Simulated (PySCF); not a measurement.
Electronic structure of Au (gold, neutral) at the B2PLYP level

Configuration: [Xe] 4f14 5d10 6p1, 2P determinant (an excited configuration). Computed with PySCF 2.14 in aug-cc-pVDZ-PP with ECP60MDF (5s5p4d2f, 54 functions), with a scalar-relativistic core potential.

```
Total energy, PT2 part included                               : -135.2954 hartree
One-electron energy                                           : -237.2032 hartree
Hartree (Coulomb) energy                                      : 114.4756 hartree
Exchange-correlation energy                                   : -12.4748 hartree
PT2 correlation before scaling by 0.27                        : -0.34422 hartree
⟨S²⟩                                                          : 0.7879
⟨L²⟩                                                          : 2.122
Sum of ⟨r⟩                                                    : 29.18 bohr
Sum of ⟨r²⟩                                                   : 66.02 bohr²
Traceless quadrupole moment −½Σ⟨3z² − r²⟩ along its main axis : -10.2 e·bohr²
```

```tsv
shell	electrons	mean orbital energy (hartree)	spread (hartree)	rms radius, mean of both spins (bohr)
5s α	1	-4.42319	0	1.00
5s β	1	-4.42247	0	1.00
5p α	3	-2.57305	0.00326	1.16
5p β	3	-2.57274	0.00579	1.16
5d α	5	-0.44717	0.00150	1.74
5d β	5	-0.44509	0.01307	1.74
6p α	1	-0.10842	0	5.08
```

Energies and moments cover only the electrons outside the core potential. Spin-orbit coupling, absent here, splits the open shell strongly.

The orbital energies are those of the SCF part of the double hybrid.
